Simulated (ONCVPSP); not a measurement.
## PBE ONCV dataset for iron (Fe), fully relativistic all-electron reference.

ONCVPSP 4.0.1 was run on this input:

```
# ATOM AND REFERENCE CONFIGURATION
# atsym  z   nc   nv     iexc    psfile
  Fe 26.00    3    5        4      upf
#
#   n    l    f
    1    0    2.00
    2    0    2.00
    2    1    6.00
    3    0    2.00
    3    1    6.00
    3    2    6.00
    4    0    1.00
    4    1    1.00
#
# PSEUDOPOTENTIAL AND OPTIMIZATION
# lmax
    2
#
#   l,   rc,      ep,       ncon, nbas, qcut
    0    1.55    0.00    4    8    8.90
    1    1.60    0.00    3    7    9.80
    2    0.85    0.00    4    8   13.10
#
# LOCAL POTENTIAL
# lloc, lpopt,  rc(5),   dvloc0
    4    2    0.65    1.00
#
# VANDERBILT-KLEINMAN-BYLANDER PROJECTORs
# l, nproj, debl
    0    2    0.50
    1    2    2.00
    2    2    2.00
#
# MODEL CORE CHARGE
# icmod, fcfact, rcfact
    3    4.00    1.25
#
# LOG DERIVATIVE ANALYSIS
# epsh1, epsh2, depsh
   -5.00    5.00    0.04
#
# OUTPUT GRID
# rlmax, drl
    6.00    0.01
#
# TEST CONFIGURATIONS
# ncnf
    4
# nvcnf
#   n    l    f
    5
    3    0    2.00
    3    1    6.00
    3    2    6.00
    4    0    2.00
    4    1    0.00
#
    5
    3    0    2.00
    3    1    6.00
    3    2    6.00
    4    0    1.00
    4    1    0.00
#
    5
    3    0    2.00
    3    1    6.00
    3    2    6.00
    4    0    0.00
    4    1    0.00
#
    5
    3    0    2.00
    3    1    6.00
    3    2    5.00
    4    0    2.00
    4    1    1.00
#
```

Command:

```bash
oncvpspr.x < Fe.dat > Fe.out
```

The program printed (shortened: citation, most of the input echo, consistency checks and plot data are left out):

```
ONCVPSP  (Optimized Norm-Conservinng Vanderbilt PSeudopotential)
relativistic version 4.0.1

#   n    l    f        energy (Ha)
    1    0    2.00    -2.5721440D+02
    2    0    2.00    -3.0176462D+01
    2    1    6.00    -2.5568744D+01    -2.6027433D+01
    3    0    2.00    -3.5182710D+00
    3    1    6.00    -2.2514961D+00    -2.3081138D+00
    3    2    6.00    -3.3544416D-01    -3.4108027D-01
    4    0    1.00    -2.3371004D-01
    4    1    1.00    -7.7299072D-02    -7.9214581D-02

Reference configufation results
  iterations    34
  all-electron total energy (Ha)   -1.27232469D+03

Begin loop to  construct optimized pseudo wave functions
and semi-local pseudopoentials for all angular momenta

Calculating optimized projector #   1

 for l=   0

    Fraction of norm inside rc  0.977973
    Optimizing pswf for qcut=   8.89 a_B^-1,  ecut=  39.54 Ha
    Residual kinetic energy error=  6.58D-08 Ha

    Energy error per electron        Cutoff
         Ha          eV             Ha
         0.01000     0.27211        9.16
         0.00100     0.02721       18.83
         0.00010     0.00272       26.60
         0.00001     0.00027       31.68

Calculating optimized projector #   2

 for l=   0

    Fraction of norm inside rc  0.074287
    Optimizing pswf for qcut=   8.89 a_B^-1,  ecut=  39.54 Ha
    Residual kinetic energy error=  2.68D-07 Ha

    Energy error per electron        Cutoff
         Ha          eV             Ha
         0.01000     0.27211        6.94
         0.00100     0.02721       16.53
         0.00010     0.00272       26.54
         0.00001     0.00027       32.41

Calculating optimized projector #   1

 for l=   1

    Fraction of norm inside rc  0.963175
    Optimizing pswf for qcut=   9.81 a_B^-1,  ecut=  48.09 Ha
    Residual kinetic energy error=  2.31D-08 Ha

    Energy error per electron        Cutoff
         Ha          eV             Ha
         0.01000     0.27211       23.63
         0.00100     0.02721       29.82
         0.00010     0.00272       35.11
         0.00001     0.00027       39.46

Calculating optimized projector #   2

 for l=   1

    Fraction of norm inside rc  0.026766
    Optimizing pswf for qcut=   9.81 a_B^-1,  ecut=  48.09 Ha
    Residual kinetic energy error=  2.91D-09 Ha

    Energy error per electron        Cutoff
         Ha          eV             Ha
         0.01000     0.27211       14.58
         0.00100     0.02721       22.39
         0.00010     0.00272       29.15
         0.00001     0.00027       34.87

Calculating optimized projector #   1

 for l=   1

    Fraction of norm inside rc  0.965593
    Optimizing pswf for qcut=   9.81 a_B^-1,  ecut=  48.09 Ha
    Residual kinetic energy error=  2.72D-08 Ha

    Energy error per electron        Cutoff
         Ha          eV             Ha
         0.01000     0.27211       23.92
         0.00100     0.02721       30.08
         0.00010     0.00272       35.36
         0.00001     0.00027       39.69

Calculating optimized projector #   2

 for l=   1

    Fraction of norm inside rc  0.028025
    Optimizing pswf for qcut=   9.81 a_B^-1,  ecut=  48.09 Ha
    Residual kinetic energy error=  3.67D-09 Ha

    Energy error per electron        Cutoff
         Ha          eV             Ha
         0.01000     0.27211       14.93
         0.00100     0.02721       22.76
         0.00010     0.00272       29.52
         0.00001     0.00027       35.25

   Wellstate for l =  2  n =  4 kap= -3
     eigenvalue =   1.6646
     asymptotic potential =   2.1646
     half-point radius =  2.2274

Calculating optimized projector #   1

 for l=   2

    Fraction of norm inside rc  0.409190
    Optimizing pswf for qcut=  13.09 a_B^-1,  ecut=  85.63 Ha
    Residual kinetic energy error=  2.08D-03 Ha

    Energy error per electron        Cutoff
         Ha          eV             Ha
         0.01000     0.27211       73.32
         0.00100     0.02721      120.59
         0.00010     0.00272      310.22
         0.00001     0.00027      399.75

Calculating optimized projector #   2

 for l=   2

    Fraction of norm inside rc  0.120732
    Optimizing pswf for qcut=  13.09 a_B^-1,  ecut=  85.63 Ha
    Residual kinetic energy error=  1.41D-03 Ha

    Energy error per electron        Cutoff
         Ha          eV             Ha
         0.01000     0.27211       71.09
         0.00100     0.02721       88.17
         0.00010     0.00272      153.35
         0.00001     0.00027      317.04

   Wellstate for l =  2  n =  4 kap=  2
     eigenvalue =   1.6589

Calculating optimized projector #   1

 for l=   2

    Fraction of norm inside rc  0.412578
    Optimizing pswf for qcut=  13.09 a_B^-1,  ecut=  85.63 Ha
    Residual kinetic energy error=  2.13D-03 Ha

    Energy error per electron        Cutoff
         Ha          eV             Ha
         0.01000     0.27211       73.48
         0.00100     0.02721      121.70
         0.00010     0.00272      310.85
         0.00001     0.00027      401.92

Calculating optimized projector #   2

 for l=   2

    Fraction of norm inside rc  0.120669
    Optimizing pswf for qcut=  13.09 a_B^-1,  ecut=  85.63 Ha
    Residual kinetic energy error=  1.43D-03 Ha

    Energy error per electron        Cutoff
         Ha          eV             Ha
         0.01000     0.27211       71.22
         0.00100     0.02721       88.30
         0.00010     0.00272      155.23
         0.00001     0.00027      317.49

Construct Vanderbilt / Kleinmman-Bylander projectors

B matrix Hermiticity error, ll=  0  kap= -1
   1   2    3.1052D-04

  Orthonormal projector coefficients  1.1700E+01  2.3918E+00

B matrix Hermiticity error, ll=  1  kap= -2
   1   2    1.2173D-04

  Orthonormal projector coefficients -8.5559E+00  3.9785E+00

B matrix Hermiticity error, ll=  1  kap=  1
   1   2    1.2715D-04

  Orthonormal projector coefficients  4.2165E+00 -4.1058E+00

B matrix Hermiticity error, ll=  2  kap= -3
   1   2    2.6938D-04

  Orthonormal projector coefficients -1.9420E+01 -6.9187E+00

B matrix Hermiticity error, ll=  2  kap=  2
   1   2    2.7131D-04

  Orthonormal projector coefficients -1.9442E+01 -6.9387E+00

 Orthonormal scalar projector coefficients, l =  1
 -7.0351E+00  4.0236E+00 -3.3792E-03  8.8980E-05

 Orthonormal spin-orbit projector coefficients, l =  1
 -3.2293E+00  9.2506E-02  1.7787E-02 -6.4072E-03

 Orthonormal scalar projector coefficients, l =  2
 -1.9428E+01 -6.9267E+00 -2.9175E-05 -1.9573E-07

 Orthonormal spin-orbit projector coefficients, l =  2
  2.6039E-02 -1.9178E-02  1.0105E-02 -6.7682E-05

Model core correction analysis
  based on d2Exc/dn_idn_j

d2excae - all-electron derivatives

   -3.230466D-02   -2.987344D-02   -2.155754D-02   -1.679928D-03
   -6.850748D-04
   -2.987353D-02   -2.869990D-02   -2.133678D-02   -2.042629D-03
   -7.824332D-04
   -2.155769D-02   -2.133686D-02   -1.994414D-02   -6.095956D-03
   -2.648984D-03
   -1.679829D-03   -2.042437D-03   -6.095198D-03   -2.625673D-02
   -1.985420D-02
   -6.850648D-04   -7.823931D-04   -2.648437D-03   -1.985111D-02
   -2.304582D-02

d2excps - pseudofunction derivatives with no core correction

   -5.247252D-02   -4.001377D-02   -3.126529D-02   -3.052423D-03
   -1.001309D-03
   -4.001507D-02   -3.899078D-02   -3.107847D-02   -2.633058D-03
   -1.033155D-03
   -3.126638D-02   -3.107869D-02   -2.808247D-02   -7.857723D-03
   -3.404975D-03
   -3.052540D-03   -2.632434D-03   -7.856065D-03   -3.297389D-02
   -2.512731D-02
   -1.001319D-03   -1.033014D-03   -3.403280D-03   -2.511977D-02
   -2.926630D-02

rms 2nd derivative error    7.250855E-03

rmatch, rhocmatch    0.4070   47.2023

Teter function model core charge with specified parameters

d2excps - pseudofunction derivatives with core correction

   -4.097120D-02   -3.789134D-02   -3.004700D-02   -2.219485D-03
   -9.134965D-04
   -3.789126D-02   -3.835751D-02   -3.051430D-02   -2.473192D-03
   -1.002744D-03
   -3.004720D-02   -3.051455D-02   -2.753744D-02   -7.768804D-03
   -3.380343D-03
   -2.219129D-03   -2.472568D-03   -7.767144D-03   -3.291400D-02
   -2.512095D-02
   -9.134501D-04   -1.002605D-03   -3.378648D-03   -2.511342D-02
   -2.926501D-02

rms 2nd derivative error    5.704211E-03

Pseudoatom total energy -123.691290

Diagnostic tests using Vanderbilt-Kleinman-Bylander pseudopotentials
  relativistic with J = L +/- 1/2 projectors

   l  kap   rcore       rmatch      e in        delta e    norm test   slope test

   0  -1   1.5544696   1.6016667  -3.5182710   0.0000038   1.0001896   1.0001667
   0  -1   1.5544696   1.6016667  -0.2337100   0.0000025   1.0000252   1.0000191

   1  -2   1.6016667   1.6502967  -2.2514961  -0.0000546   1.0002614   1.0002430
   1   1   1.6016667   1.6502967  -2.3081138  -0.0000215   1.0002046   1.0001885
   1  -2   1.6016667   1.6502967  -0.0772991  -0.0000009   0.9999826   1.0000174
   1   1   1.6016667   1.6502967  -0.0792146   0.0000035   1.0000357   1.0000457

   2  -3   0.8546419   0.8805906  -0.3354442  -0.0000325   1.0001023   1.0002044
   2   2   0.8546419   0.8805906  -0.3410803   0.0001320   1.0001512   0.9999104
   2  -3   0.8546419   0.8805906   1.6645558  -0.0000103   1.0003631   1.0003631
   2   2   0.8546419   0.8805906   1.6622190   0.0000040   1.0003688   1.0003688

Diagnostic tests using Vanderbilt-Kleinman-Bylander pseudopotentials
  relativistic with scalar and spin-orbit non-local projectors

   l  kap   rcore       rmatch      e in        delta e    norm test   slope test

   0  -1   1.5544696   1.6016667  -3.5182710   0.0000038   1.0001896   1.0001667
   0  -1   1.5544696   1.6016667  -0.2337100   0.0000025   1.0000252   1.0000191

   1  -2   1.6016667   1.6502967  -2.2514961   0.0018131   0.9997366   1.0002624
   1   1   1.6016667   1.6502967  -2.3081138   0.0018451   0.9996925   1.0002036
   1  -2   1.6016667   1.6502967  -0.0772991   0.0000182   1.0003467   1.0000213
   1   1   1.6016667   1.6502967  -0.0792146   0.0000214   1.0003594   1.0000441

   2  -3   0.8546419   0.8805906  -0.3354442  -0.0000308   1.0001029   1.0002112
   2   2   0.8546419   0.8805906  -0.3410803   0.0001338   1.0001518   0.9999171
   2  -3   0.8546419   0.8805906   1.6645558  -0.0000065   1.0003632   1.0003632
   2   2   0.8546419   0.8805906   1.6622190   0.0000078   1.0003689   1.0003689

Ghost test for J = L + 1/2

 Testing for bound ghosts
   n   l    E NL Schr. Eq   E Basis Diag.   E Cutoff

   1   0       -3.518267       -3.518248    109.62
   2   0       -0.233708       -0.173433    109.62

   2   1       -2.251551       -2.251515     87.49
   3   1       -0.077300        0.049233     87.49

   3   2       -0.335477       -0.270024    470.41

 Testing for highly-localized positive-energy ghosts
       l    <radius>/rc     E Basis Diag.   E Cutoff

Ghost test for J = L - 1/2

 Testing for bound ghosts
   n   l    E NL Schr. Eq   E Basis Diag.   E Cutoff

   1   0       -3.518267       -3.518248    109.62
   2   0       -0.233708       -0.173433    109.62

   2   1       -2.308135       -2.308099     87.49
   3   1       -0.079211        0.044018     87.49

   3   2       -0.340948       -0.276582    470.41

 Testing for highly-localized positive-energy ghosts
       l    <radius>/rc     E Basis Diag.   E Cutoff

Test configuration 0

   n   l kap    f        eae           eps        diff
   1   0  -1  2.0000 -257.21439767
   2   0  -1  2.0000  -30.17646250
   2   1  -2  4.0000  -25.56874380
   2   1   1  2.0000  -26.02743302
   3   0  -1  2.0000   -3.51827096   -3.51826713    3.83E-06
   3   1  -2  4.0000   -2.25149607   -2.25155070   -5.46E-05
   3   1   1  2.0000   -2.30811382   -2.30813532   -2.15E-05
   3   2  -3  3.6000   -0.33544416   -0.33547670   -3.25E-05
   3   2   2  2.4000   -0.34108027   -0.34094823    1.32E-04
   4   0  -1  1.0000   -0.23371004   -0.23370753    2.51E-06
   4   1  -2  0.6667   -0.07729907   -0.07729998   -9.05E-07
   4   1   1  0.3333   -0.07921458   -0.07921106    3.52E-06

    Total energies and differences
      AE_ref= -1.27232469E+03  AE_tst= -1.27232469E+03  dif=  0.00E+00
      PS_ref= -1.23691290E+02  PS_tst= -1.23691290E+02  dif= -1.76E-12
      PSP excitation error=  1.76E-12

Test configuration 1

   n   l kap    f        eae           eps        diff
   1   0  -1  2.0000 -257.15001016
   2   0  -1  2.0000  -30.11567543
   2   1  -2  4.0000  -25.50775347
   2   1   1  2.0000  -25.96641888
   3   0  -1  2.0000   -3.45429830   -3.45421561    8.27E-05
   3   1  -2  4.0000   -2.18733480   -2.18736353   -2.87E-05
   3   1   1  2.0000   -2.24400391   -2.24397721    2.67E-05
   3   2  -3  3.6000   -0.27358083   -0.27356851    1.23E-05
   3   2   2  2.4000   -0.27916795   -0.27898821    1.80E-04
   4   0  -1  2.0000   -0.19446407   -0.19447130   -7.22E-06
   4   1  -2  0.0000   -0.04818164   -0.04818164    0.00E+00
   4   1   1  0.0000   -0.04977629   -0.04977629    0.00E+00

    Total energies and differences
      AE_ref= -1.27232469E+03  AE_tst= -1.27247554E+03  dif= -1.51E-01
      PS_ref= -1.23691290E+02  PS_tst= -1.23842138E+02  dif= -1.51E-01
      PSP excitation error= -1.61E-06

Test configuration 2

   n   l kap    f        eae           eps        diff
   1   0  -1  2.0000 -257.46580213
   2   0  -1  2.0000  -30.42438674
   2   1  -2  4.0000  -25.81703666
   2   1   1  2.0000  -26.27575881
   3   0  -1  2.0000   -3.76760166   -3.76731986    2.82E-04
   3   1  -2  4.0000   -2.50116925   -2.50115569    1.36E-05
   3   1   1  2.0000   -2.55773237   -2.55768723    4.51E-05
   3   2  -3  3.6000   -0.58410111   -0.58414548   -4.44E-05
   3   2   2  2.4000   -0.58977319   -0.58965188    1.21E-04
   4   0  -1  1.0000   -0.45303649   -0.45301873    1.78E-05
   4   1  -2  0.0000   -0.26869841   -0.26869841    0.00E+00
   4   1   1  0.0000   -0.27167758   -0.27167758    0.00E+00

    Total energies and differences
      AE_ref= -1.27232469E+03  AE_tst= -1.27215474E+03  dif=  1.70E-01
      PS_ref= -1.23691290E+02  PS_tst= -1.23521340E+02  dif=  1.70E-01
      PSP excitation error=  2.62E-06

Test configuration 3

   n   l kap    f        eae           eps        diff
   1   0  -1  2.0000 -257.83638984
   2   0  -1  2.0000  -30.78444294
   2   1  -2  4.0000  -26.17793490
   2   1   1  2.0000  -26.63674226
   3   0  -1  2.0000   -4.13242838   -4.13207905    3.49E-04
   3   1  -2  4.0000   -2.86615709   -2.86611930    3.78E-05
   3   1   1  2.0000   -2.92265267   -2.92261781    3.49E-05
   3   2  -3  3.6000   -0.94274135   -0.94291234   -1.71E-04
   3   2   2  2.4000   -0.94853566   -0.94854419   -8.53E-06
   4   0  -1  0.0000   -0.74220355   -0.74220355    0.00E+00
   4   1  -2  0.0000   -0.52389312   -0.52389312    0.00E+00
   4   1   1  0.0000   -0.52831067   -0.52831067    0.00E+00

    Total energies and differences
      AE_ref= -1.27232469E+03  AE_tst= -1.27155928E+03  dif=  7.65E-01
      PS_ref= -1.23691290E+02  PS_tst= -1.22925922E+02  dif=  7.65E-01
      PSP excitation error=  3.72E-05

Test configuration 4

   n   l kap    f        eae           eps        diff
   1   0  -1  2.0000 -257.43749029
   2   0  -1  2.0000  -30.43195705
   2   1  -2  4.0000  -25.82142779
   2   1   1  2.0000  -26.27985492
   3   0  -1  2.0000   -3.73416189   -3.73663414   -2.47E-03
   3   1  -2  4.0000   -2.45939532   -2.45920996    1.85E-04
   3   1   1  2.0000   -2.51733901   -2.51699474    3.44E-04
   3   2  -3  3.0000   -0.51579974   -0.51514693    6.53E-04
   3   2   2  2.0000   -0.52206643   -0.52122199    8.44E-04
   4   0  -1  2.0000   -0.27513865   -0.27521233   -7.37E-05
   4   1  -2  0.6667   -0.09564654   -0.09564333    3.21E-06
   4   1   1  0.3333   -0.09825713   -0.09824892    8.20E-06

    Total energies and differences
      AE_ref= -1.27232469E+03  AE_tst= -1.27215411E+03  dif=  1.71E-01
      PS_ref= -1.23691290E+02  PS_tst= -1.23521052E+02  dif=  1.70E-01
      PSP excitation error=  3.36E-04
```

The run took about 5.5 s on one core of a shared server CPU.
